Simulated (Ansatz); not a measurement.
Compare A (`C[Si]1(O)C=C1`) with its isomer B (`C1=C[SiH2]OC1`).

Gas-phase electronic energies from Ansatz, PBE0-D4/def2-TZVP geometries. CCSD(T)/CBS is the MP2 limit (def2-TZVPP, def2-QZVPP) plus CCSD(T) − MP2 in def2-TZVPP, frozen cores. Functionals use def2-TZVPP. Each species was taken in one conformer, which may not be the lowest.

(1) Which is lower in electronic energy at CCSD(T)/CBS, and by how much? (Best estimate.)

(2) Give E(B) − E(A) in kcal/mol with CCSD(T)/def2-TZVPP, LDA (SPW92), r2SCAN-D4, BLYP-D4, ωB97M-V, HF/def2-TZVPP, PBE-D4. (An estimate is asked.)

(3) Does the order hold for the free energy at 298.15 K (harmonic terms from PBE0-D4)? (Best estimate.)

Largest T1 diagnostic: 0.012.

Results:

(1) Ansatz gave: B, by 6.3 kcal/mol.

(2) Ansatz gave: CCSD(T)/def2-TZVPP -7.2, LDA (SPW92) -8.9, r2SCAN-D4 -5.5, BLYP-D4 -7.5, ωB97M-V -5.8, HF/def2-TZVPP -11.3, PBE-D4 -6.1. None reverses the order clearly.

(3) The calculation gave: Yes: G(B) − G(A) = -5.2 kcal/mol, for one conformer each.

Leaving LDA and LC-ωPBE aside and taking each functional with its dispersion term where it has one, the values, not all of them listed here, spread over 5.7 kcal/mol, from BHLYP-D4 to B97M-V. LDA lies −3.3 kcal/mol from PBE without D4. From PBE to PBE0 (25 % exact exchange), in def2-TZVPP and without D4, E(B) − E(A) moves by −1.0 kcal/mol.
